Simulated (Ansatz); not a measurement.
System: CH₇BO₂Si (charge 0, singlet). SMILES: B(O)(O)[SiH2]C
Structure (B3LYP-D3(BJ)/def2-TZVP (Ansatz, a program for electronic structure) minimum search):
```xyz
12

C      2.2095     0.4441     0.2792
Si     0.8303    -0.7765    -0.1387
B     -0.9884     0.1312    -0.0397
O     -1.1591     1.4534     0.2890
O     -2.1060    -0.5970    -0.3110
H      2.2182     1.2844    -0.4193
H      3.1894    -0.0333     0.2290
H      2.0909     0.8431     1.2897
H      1.0587    -1.3231    -1.5018
H      0.8865    -1.9198     0.8094
H     -0.3432     1.9271     0.4720
H     -2.9192    -0.0788    -0.2378
```

Wanted: vertical ionisation energy to the doublet, in eV. Set-up: UHF or UKS for open shells; each state is the SCF solution reached for its charge and spin; six Cartesian d functions in 6-31G* and its kin unless marked 5d; no dispersion term unless named; 6-311+G** with 5d, 6d on Na to Ar in Ansatz; non-relativistic; spin-orbit terms left out; frozen cores in correlated levels. CBS(X,Y): correlation extrapolated as X^-3; Hartree-Fock from the larger set. [CCSD(T)-MP2]/basis is that difference in the basis named. First-principles rows: single points at B3LYP-D3(BJ) geometries (Ansatz).

Coupled cluster (Ansatz) is a level with limits of its own, used here on species with T1 under 0.025 (0.045 for open shells) and stable references: RI-MP2/CBS(aug-cc-pV(T+d)Z,aug-cc-pV(Q+d)Z)+[CCSD(T)-MP2]/aug-cc-pV(T+d)Z.

Value to compare with, RI-MP2/CBS(aug-cc-pV(T+d)Z,aug-cc-pV(Q+d)Z)+[CCSD(T)-MP2]/aug-cc-pV(T+d)Z (Ansatz): 10.47 eV.

```tsv
level	program	vertical ionisation energy to the doublet (eV)	difference
B3LYP/STO-3G	Ansatz	7.81	-2.66
B3LYP/3-21G	Ansatz	9.93	-0.54
B3LYP/6-31G*	Ansatz	9.94	-0.53
B3LYP/6-311+G**	Ansatz	10.19	-0.28
B3LYP/def2-TZVPD	Ansatz	10.14	-0.33
```

Among the 4 habitual levels, B3LYP/STO-3G lies farthest from RI-MP2/CBS(aug-cc-pV(T+d)Z,aug-cc-pV(Q+d)Z)+[CCSD(T)-MP2]/aug-cc-pV(T+d)Z (Ansatz) (-2.66 eV) and B3LYP/6-311+G** nearest (-0.28); 0 of 4 lie above it, and their mean absolute difference is 1.00 eV, the median 0.54. One case shows no general order.

The sets are all those run for this method; left out are runs that failed, that the program found above a lower state of the same kind, or whose <S^2> lies over 0.5 above the pure value.
